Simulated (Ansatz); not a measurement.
Relaxation of Cl3HSn (5 atoms, charge 0, multiplicity 1), to a largest force component of 0.02 eV/Å in at most 40 steps.

All numbers below come from RKS r2SCAN-D4/def2-SVP (Ansatz).

```xyz
5
Properties=species:S:1:pos:R:3:forces:R:3
Sn 0.000 0.000 0.000 0.02 0.00 -0.26
H 0.000 0.000 1.740 0.00 0.00 -0.49
Cl 2.273 0.000 -0.802 -0.99 0.00 0.25
Cl -1.135 1.967 -0.802 0.48 -0.84 0.25
Cl -1.135 -1.967 -0.802 0.48 0.84 0.25
```

Question: Where does it end, and by what steps?

Answer: The forces met the threshold. After 3 steps the energy has fallen by 0.140 eV; Cl3 moved furthest, 0.10 Å.

| step | energy less start (eV) | largest force component (eV/Å) | accepted |
| --- | --- | --- | --- |
| 0 | 0.0000 | 0.987 | yes |
| 1 | -0.1011 | 0.608 | yes |
| 2 | -0.1384 | 0.096 | yes |
| 3 | -0.1399 | 0.011 | yes |

```xyz
5
Properties=species:S:1:pos:R:3
Sn 0.000 0.000 0.038
H 0.000 0.000 1.738
Cl 2.174 0.000 -0.814
Cl -1.086 1.882 -0.815
Cl -1.086 -1.882 -0.815
```

Whether the end is a true minimum wasn't checked by a vibrational analysis.

Time of the run: 22 s on 2 threads of Intel(R) Xeon(R) Platinum 8259CL CPU @ 2.50GHz (Skylake/Cascade Lake), on a shared host, peak memory 0.17 GiB.
